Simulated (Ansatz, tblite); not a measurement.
Cost and result up the ladder for Te(GeH3)2 (Ge2TeH6) (9 atoms). The state is a singlet with charge 0. Geometry: PBE-D4/def2-SVP.

```csv
atom,x (Å),y (Å),z (Å)
Te1,-0.1748,-1.4544,1.1236
Ge2,1.8282,-0.1634,0.1201
H3,1.7591,-0.1860,-1.4301
H4,3.1121,-0.8813,0.6062
H5,1.8190,1.3082,0.6132
Ge6,-1.8339,0.1172,-0.0864
H7,-3.2537,-0.2728,0.3955
H8,-1.7255,-0.0612,-1.6244
H9,-1.5305,1.5937,0.2823
```

Ansatz on 4 threads of INTEL XEON PLATINUM 8581C on a shared host; xTB runs through tblite on one thread. Times are rough, summed over both states, and most runs start from the orbitals of an earlier one. PBE0-D4/def2-TZVP serves as the yardstick here, not as an exact answer. The other state is a doublet.

In the def2 sets Te takes a core potential; there is no spin–orbit coupling. The xTB rows come from tblite.

Raw xTB energies of ions are shifted by several eV.

```
              level  functions  vertical IE (eV)  difference from PBE0-D4/def2-TZVP (eV)
           GFN2-xTB         33             12.85                                    4.62
   PBE-D4/def2-TZVP        182              8.14                                   -0.08
  PBE0-D4/def2-TZVP        182              8.22                                    0.00
           GFN1-xTB         39             14.28                                    6.06
r2SCAN-D4/def2-TZVP        182              8.18                                   -0.04
```

Question: Estimate how long each takes.

Answer: GFN1-xTB 0.011 s; GFN2-xTB 0.011 s; PBE-D4/def2-TZVP 2.6 s; PBE0-D4/def2-TZVP 5.4 s; r2SCAN-D4/def2-TZVP 5.5 s. On shared hardware such times vary by a factor of up to 3.
